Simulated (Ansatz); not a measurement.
Cl2GeH4OSi, SMILES `O[SiH](Cl)[GeH2][Cl]`, relaxed with RKS PBE0-D4/def2-TZVP in Ansatz 0.2.0 from a PBE-D4/def2-SVP geometry. The force threshold is 0.005 eV/Å; the program also tests the step.

Charge 0, multiplicity 1.

Start:

```xyz
9

O     1.264    1.416   -0.551
Si    0.540   -0.004   -1.038
Cl   -0.950    0.282   -2.473
Ge   -0.578   -0.801    0.932
Cl   -0.907    1.183    1.882
H     0.752    1.855    0.163
H     1.596   -0.879   -1.633
H    -1.982   -1.437    0.767
H     0.266   -1.615    1.950
```

How much energy does the relaxation release, and in how many steps? (Estimate.)

Computed: 1.59 kcal/mol, in 8 steps.

Which bonds change most? (An estimate is asked.)

Computed: Ge4–Cl5 from 2.224 to 2.183 Å; O1–Si2 from 1.667 to 1.631 Å; Si2–Cl3 from 2.088 to 2.055 Å; O1–H6 from 0.983 to 0.963 Å.

Give the relaxed structure. (An estimate is asked.)

The calculation gave: 
```xyz
9

O     1.294    1.385   -0.594
Si    0.526    0.007   -1.006
Cl   -0.925    0.317   -2.428
Ge   -0.589   -0.791    0.951
Cl   -1.005    1.101    1.956
H     0.841    1.954    0.038
H     1.536   -0.900   -1.588
H    -1.948   -1.470    0.737
H     0.269   -1.604    1.933
```
